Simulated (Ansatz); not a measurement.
`N=CC(N)BF` + `OC[SeH]` → `N=COC[SeH]` + `NCBF`  (substitution at a C–C bond)

Program: Ansatz. Geometries: PBE0-D4/def2-TZVP. ΔE: electronic, gas phase. CCSD(T)/CBS adds triple-zeta CCSD(T) − MP2 to the extrapolated MP2 energy (def2 sets, frozen cores). For Se outer-core shells are correlated without core-valence functions, which leaves a few kJ/mol of doubt a bond. Scalar relativity is left out up to krypton. Each species was taken in one conformer, which may not be the lowest.

```csv
species,CCSD/def2-TZVPP energy (Eh)
`N=CC(N)BF`,-313.52625
`OC[SeH]`,-2515.64957
`N=COC[SeH]`,-2608.92116
`NCBF`,-220.25548
```

Problem. Work out ΔE.

Solution. ΔE = (-2608.92116) + (-220.25548) − (-313.52625) − (-2515.64957) = -0.00082 Eh = -2.2 kJ/mol. CCSD(T)/CBS gives +0.1 kJ/mol.

Largest T1 diagnostic among the species: 0.013.

In def2-TZVPP, CCSD(T) changes the Hartree–Fock value by +5.8 kJ/mol (the triples alone add −0.3 kJ/mol) and MP2 by +6.3 kJ/mol.
